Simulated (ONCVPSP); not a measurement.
# Before and after: ONCV potential for Hg (Z = 80)

- Element: mercury (Hg)
- Generator: ONCVPSP 4.0.1
- Type: optimised norm-conserving Vanderbilt (ONCV)
- Functional: PBE
- Relativity: scalar-relativistic
- Frozen core: [Kr] 4d10 4f14
- Valence charge: 20
- Reference configuration: 5s2 5p6 5d10 6s0.5 (charge +1.5)
- Partial waves: 5s+6s: rc 1.40 bohr, ncon 4, nbas 9, qcut 7.1 1/bohr, 2 projectors; 5p: rc 1.70 bohr, ncon 5, nbas 9, qcut 6.5 1/bohr, 3 projectors, debl 3.5 Ha; 5d: rc 2.05 bohr, ncon 3, nbas 8, qcut 7.1 1/bohr, 2 projectors, debl 2.5 Ha
- Local potential: polynomial inside 1.10 bohr (lpopt 5, dvloc0 4 Ha)
- Core correction: Teter function fitted to the true core (icmod 2), fcfact 0.5

Change: s: qcut 5.3; p: qcut 4.9; d: qcut 5.3.

Cutoffs: the cutoffs (Ha) at which the residual kinetic energy of the hardest occupied pseudo-wave falls to 1 and 0.1 mHa per electron; they do not see the model core or the augmentation charge, which bear on the density cutoff. Errors are all-electron minus pseudo energies relative to the spin-unpolarised reference configuration.

Question: Predict the effect on cutoff, ghosts and configuration errors.

Answer: The potential gets harder (23 Ha and 75 Ha → 81 Ha and 126 Ha); of the 4 tests that both files solve, the error grows in 1 and shrinks in 3 by more than 15 % and 0.3 meV (median size 2.8 → 1.4 meV); neither file shows a bound ghost.

| quantity | base | changed |
| --- | --- | --- |
| cutoff, loose | 23 Ha | 81 Ha |
| cutoff, tight | 75 Ha | 126 Ha |
| loose cutoff by channel | s 23 Ha, p 16 Ha, d 18 Ha | s 81 Ha, p 27 Ha, d 15 Ha |
| bound ghosts | none | none |
| GHOST(+) flags under 300 eV | s at 205.9 eV | none |
| error for 5s2 5p6 5d10 6s2, meV [ΔE -19.09 eV] | +3.4 | -1.7 |
| error for 5s2 5p6 5d10 6s1, meV [ΔE -8.41 eV] | +2.3 | +1.2 |
| error for 5s2 5p6 5d10 6s0, meV [ΔE 10.57 eV] | -4.4 | -6.2 |
| error for 5s2 5p6 5d10 6s0 6p1, meV [ΔE -1.00 eV] | +1.1 | +0.6 |
| s: phases at 1.42 bohr within 0.05 rad from the reference energy up to (Ha; the scan ends near 5) | to the end of the scan | 4.3 |
| p: phases at 1.72 bohr within 0.05 rad from the reference energy up to (Ha; the scan ends near 5) | to the end of the scan | to the end of the scan |
| d: phases at 2.09 bohr within 0.05 rad from the reference energy up to (Ha; the scan ends near 5) | to the end of the scan | to the end of the scan |
| rms error of d²Exc/dni dnj with the model core, mHa | 1.35 | 1.81 |
